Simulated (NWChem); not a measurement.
System: AlH₂I; SMILES [AlH2][I]

```xyz
4

Al     0.0000     0.0000    -1.9070
H      0.0000     1.3996    -2.6427
H      0.0000    -1.3996    -2.6427
I      0.0000     0.0000     0.5675
```
Atoms are numbered in this order, from 1.

Program: NWChem. Geometry: optimised at PBE0/def2-SVP. def2 effective core potentials on I; no spin-orbit coupling. Ions are spin-unrestricted doublets at the neutral geometry; other ion states weren't tried.

```json
[
 {"level": "B3LYP/def2-TZVP", "vertical ionisation energy, ΔSCF (eV)": "9.82", "−ε(HOMO) (eV)": "7.43", "ΔSCF minus −ε(HOMO) (eV)": "2.39"},
 {"level": "PBE/def2-TZVP", "vertical ionisation energy, ΔSCF (eV)": "(withheld)", "−ε(HOMO) (eV)": "(withheld)", "ΔSCF minus −ε(HOMO) (eV)": "(withheld)"},
 {"level": "BHandHLYP/def2-TZVP", "vertical ionisation energy, ΔSCF (eV)": "9.86", "−ε(HOMO) (eV)": "8.62", "ΔSCF minus −ε(HOMO) (eV)": "1.24"},
 {"level": "Hartree-Fock/def2-TZVP", "vertical ionisation energy, ΔSCF (eV)": "9.09", "−ε(HOMO) (eV)": "10.17", "ΔSCF minus −ε(HOMO) (eV)": "-1.08"},
 {"level": "M06-2X/def2-TZVP", "vertical ionisation energy, ΔSCF (eV)": "9.78", "−ε(HOMO) (eV)": "8.78", "ΔSCF minus −ε(HOMO) (eV)": "1.00"}
]
```

Question: Fill in the missing entries.

Answer: 
- PBE/def2-TZVP, vertical ionisation energy, ΔSCF (eV): 9.58
- PBE/def2-TZVP, −ε(HOMO) (eV): 6.55
- PBE/def2-TZVP, ΔSCF minus −ε(HOMO) (eV): 3.03
